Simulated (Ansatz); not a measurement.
Ideal-gas functions of `BrC1=COC1` at 500 K and 1 bar, from an Ansatz frequency run at PBE0-D4/def2-TZVP.

Molar mass 134.96 g/mol, point group Cs (symmetry number 1), electronic degeneracy 1, moments of inertia 34.32, 313.579, 344.615 u Å². Harmonic wavenumbers (cm⁻¹, unscaled): 231, 262, 402, 425, 866, 916, 968, 1006, 1034, 1119, 1183, 1235, 1314, 1475, 1671, 3092, 3158, 3262.

Use S(trans) = R[1.5 ln M + 2.5 ln T − 1.1517]; rotational temperatures θ = 24.2544 K / I; S(rot) = R[ln(√π/σ · √(T³/θAθBθC)) + 1.5]; for each mode x = 1.438777 ν̃/T, S = R[x/(eˣ − 1) − ln(1 − e⁻ˣ)] and H = RT x/(eˣ − 1); 1 cm⁻¹ = 0.0119627 kJ/mol; R = 8.31446 J/(mol·K).

Task: By hand: the entropy, in J/(mol·K).

Result: Translation 180.8. Rotation: θ = 0.7067, 0.0773, 0.0704 K, giving 117.9. Vibration, mode by mode: 11.86, 10.86, 7.55, 7.14, 2.59, 2.31, 2.05, 1.88, 1.77, 1.45, 1.25, 1.11, 0.93, 0.63, 0.40, 0.01, 0.01, 0.01, in all 53.8. Electronic 0.0. Sum 352.5 J/(mol·K).

Task: By hand: H − E and G − E in kJ/mol, counted from the electronic energy.

Result: Zero-point energy ½ × 23619 × 0.0119627 = 141.3; thermal vibration 16.2; translation, rotation and pV give 4 RT = 16.6. H − E = 174.1 kJ/mol, and G − E = 174.1 − 500 × 352.5/1000 = -2.1 kJ/mol.

Vibration gives 15 % of the entropy.
